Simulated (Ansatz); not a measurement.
```yaml
crystal:
  periodic: [false, false, false]
  atoms:
    - {symbol: C, position_ang: [-1.947466, -0.103173, -1.922722]}
    - {symbol: C, position_ang: [-1.643760, 0.422138, -0.738540]}
    - {symbol: Si, position_ang: [-0.046738, 0.087060, 0.162561]}
    - {symbol: N, position_ang: [-0.444171, -0.791758, 1.584173]}
    - {symbol: C, position_ang: [0.772246, 1.681181, 0.673790]}
    - {symbol: C, position_ang: [0.712302, 2.173945, 1.908292]}
    - {symbol: C, position_ang: [1.117413, -0.807092, -0.992459]}
    - {symbol: C, position_ang: [1.469194, -2.079834, -0.831644]}
    - {symbol: H, position_ang: [-2.885384, 0.108186, -2.430000]}
    - {symbol: H, position_ang: [-1.264441, -0.773710, -2.437616]}
    - {symbol: H, position_ang: [-2.366853, 1.090861, -0.271974]}
    - {symbol: H, position_ang: [-1.204297, -1.450629, 1.575636]}
    - {symbol: H, position_ang: [0.257952, -1.040567, 2.261455]}
    - {symbol: H, position_ang: [1.330697, 2.244364, -0.073867]}
    - {symbol: H, position_ang: [0.166497, 1.658546, 2.693868]}
    - {symbol: H, position_ang: [1.196905, 3.106071, 2.187225]}
    - {symbol: H, position_ang: [1.544081, -0.266434, -1.838203]}
    - {symbol: H, position_ang: [2.154517, -2.588624, -1.504663]}
    - {symbol: H, position_ang: [1.081306, -2.670562, -0.005333]}
basis:
  gaussian: {orbitals: cc-pVTZ-DK, final_grid: {core_spheres: 1, valence_spheres: 1, degree: 3}}
hamiltonian: {xc: {name: PBE}}
output: {forces: true}
```

```sh
$ ansatz run in.yaml --threads 4 --pin off --events-out ev --progress --plain --max-ram 66560MiB --backend cuda --devices 0, --max-vram 37GiB
```

It prints (some lines left out):

```
Functional definition: PBE
2097 factors; their error is unknown
mean field evaluation 1: about -15748.3584 eV, gradient 1.1e2 eV
mean field evaluation 2: about -15706.8716 eV, gradient 1.6e2 eV
mean field evaluation 4: about -15775.6440 eV, gradient 2.0e1 eV
mean field evaluation 8: about -15776.5842 eV, gradient 3.0e-1 eV
a density is far from that of the atoms, so the factors are made again for it
3859 factors; integrals over basis functions are off by at most 1.4e-4 eV
mean field -16074.64921628 eV, -590.7324629097 hartree, gradient 2.6e-5 eV, S^2 0.000000; 0 other end points of the search recorded, 0 dependent functions left out
reference -16074.64941788 eV, -590.7324703182 hartree; 34, 34 occupied and 364, 364 virtual orbitals, 3859 factors
Total energy: -16074.64941788 eV, -590.7324703182 hartree
Relativity: scalar
Atom 0 at    -1.947466    -0.103173    -1.922722 Å, force     3.785234   -37.995343   154.183549 eV/Å
Atom 1 at    -1.643760     0.422138    -0.738540 Å, force    45.671251    72.951088  -135.711025 eV/Å
Atom 2 at    -0.046738     0.087060     0.162561 Å, force    25.461088   -26.227732    49.331502 eV/Å
Atom 3 at    -0.444171    -0.791758     1.584173 Å, force   -67.510821    98.703149   -58.605728 eV/Å
Atom 4 at     0.772246     1.681181     0.673790 Å, force   -32.125917    13.329393    42.220150 eV/Å
Atom 5 at     0.712302     2.173945     1.908292 Å, force   -13.552603   -67.801851   -59.257444 eV/Å
Atom 6 at     1.117413    -0.807092    -0.992459 Å, force   -19.481576     6.293842     7.057323 eV/Å
Atom 7 at     1.469194    -2.079834    -0.831644 Å, force    -8.729121    14.064043     7.286549 eV/Å
Atom 8 at    -2.885384     0.108186    -2.430000 Å, force    23.861952    -4.754320    -3.020130 eV/Å
Atom 9 at    -1.264441    -0.773710    -2.437616 Å, force    -8.713839    -6.507060     6.676391 eV/Å
Atom 10 at    -2.366853     1.090861    -0.271974 Å, force     6.720572   -54.643666    41.024902 eV/Å
Atom 11 at    -1.204297    -1.450629     1.575636 Å, force    -4.402275     9.828270   -12.655089 eV/Å
Atom 12 at     0.257952    -1.040567     2.261455 Å, force    23.386459   -49.241177   -31.087253 eV/Å
Atom 13 at     1.330697     2.244364    -0.073867 Å, force    10.000090    -7.360522    10.751896 eV/Å
Atom 14 at     0.166497     1.658546     2.693868 Å, force     3.328818    -0.878379    -4.090061 eV/Å
Atom 15 at     1.196905     3.106071     2.187225 Å, force    11.016146    12.134601   -15.357585 eV/Å
Atom 16 at     1.544081    -0.266434    -1.838203 Å, force    -0.130922     6.497356     5.607465 eV/Å
Atom 17 at     2.154517    -2.588624    -1.504663 Å, force     1.453321    15.229469     7.376550 eV/Å
Atom 18 at     1.081306    -2.670562    -0.005333 Å, force    -0.037858     6.378838   -11.731962 eV/Å
Dipole moment:     2.432975    -2.826184     0.373240 e Å
```

Something in this input is off. What?

The integration grid is far too coarse. Self-consistency was reached. The result belongs to that input, not to the molecule as meant.
